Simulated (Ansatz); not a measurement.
Consider the redistribution: `CO[SiH2]S[SiH2]O` + `C[Se]C` → `CO[SiH2][Se]C` + `CS[SiH2]O`.

Computed with Ansatz on PBE0-D4/def2-TZVP structures; ΔE is electronic, products minus reactants. CCSD(T)/CBS adds triple-zeta CCSD(T) − MP2 to the extrapolated MP2 energy (def2 sets, frozen cores). Functionals use def2-TZVPP. For Se outer-core shells are correlated without core-valence functions, which leaves a few kJ/mol of doubt a bond. Scalar relativity is left out up to krypton. One conformer a species, not always the lowest.

`CO[SiH2]S[SiH2]O`:

Cartesian coordinates in Å:
```
C -0.716 0.710 1.864
O -0.063 1.127 0.676
Si 1.388 0.487 0.216
S 1.195 -1.570 -0.287
Si -0.214 -1.250 -1.880
O -1.537 -0.433 -1.368
H -0.059 0.821 2.733
H -1.593 1.343 2.006
H -1.035 -0.334 1.791
H 2.370 0.560 1.326
H 1.785 1.297 -0.957
H -0.652 -2.585 -2.340
H 0.487 -0.511 -2.961
H -1.354 0.339 -0.818
```

`C[Se]C`:

Z-matrix (Å, degrees):
```
C
Se 1 1.940
H 1 1.089 2 107.0
H 1 1.090 2 110.4 3 118.8
H 1 1.090 2 110.4 3 -118.8
C 2 1.940 1 96.9 3 -179.9
H 6 1.090 2 110.4 1 -61.2
H 6 1.090 2 110.4 1 61.1
H 6 1.089 2 107.0 1 180.0
```

`CO[SiH2][Se]C`:

Z-matrix (Å, degrees):
```
C
O 1 1.408
H 1 1.097 2 111.6
H 1 1.091 2 108.2 3 -119.3
H 1 1.096 2 111.0 3 121.6
Si 2 1.639 1 123.2 3 -57.1
Se 6 2.268 2 114.9 1 -55.2
H 6 1.478 2 105.5 1 -174.1
H 6 1.490 2 109.8 1 64.0
C 7 1.960 6 97.8 2 87.6
H 10 1.088 7 110.6 6 -79.0
H 10 1.088 7 106.6 6 161.9
H 10 1.088 7 109.9 6 43.3
```

`CS[SiH2]O`:

Cartesian coordinates in Å:
```
C -1.703 0.076 -0.137
S -0.426 1.352 0.082
Si 1.309 0.183 -0.255
O 1.531 -1.006 0.861
H -1.574 -0.733 0.580
H -1.682 -0.320 -1.152
H -2.665 0.557 0.037
H 2.416 1.173 -0.257
H 1.213 -0.550 -1.539
H 1.580 -0.732 1.779
```

Q: Is it downhill or uphill in electronic energy at CCSD(T)/CBS, and by how much? (Best estimate.)

A: The calculation gave: Uphill: ΔE = +0.26 eV.

Q: What do these levels give: PBE-D4, r2SCAN, HF/def2-TZVPP, CCSD/def2-TZVPP, MP2/CBS(def2), CCSD/CBS(def2)? (An estimate is asked.)

A: Ansatz gave: PBE-D4 0.25, r2SCAN 0.27, HF/def2-TZVPP 0.19, CCSD/def2-TZVPP 0.29, MP2/CBS(def2) 0.29, CCSD/CBS(def2) 0.25 eV.

Largest T1 diagnostic among the species: 0.012.

The D4 term adds +0.05 eV with B3LYP and +0.03 eV with PBE0; it sums over pairs of atoms, weighted by their polarisabilities, and B3LYP, whose exchange is more repulsive, gets the larger term. In def2-TZVPP, CCSD(T) changes the Hartree–Fock value by +0.12 eV (the triples alone add +0.02 eV) and MP2 by +0.14 eV.

B3LYP here is the variant with VWN-RPA as its local correlation; programs differ in this.
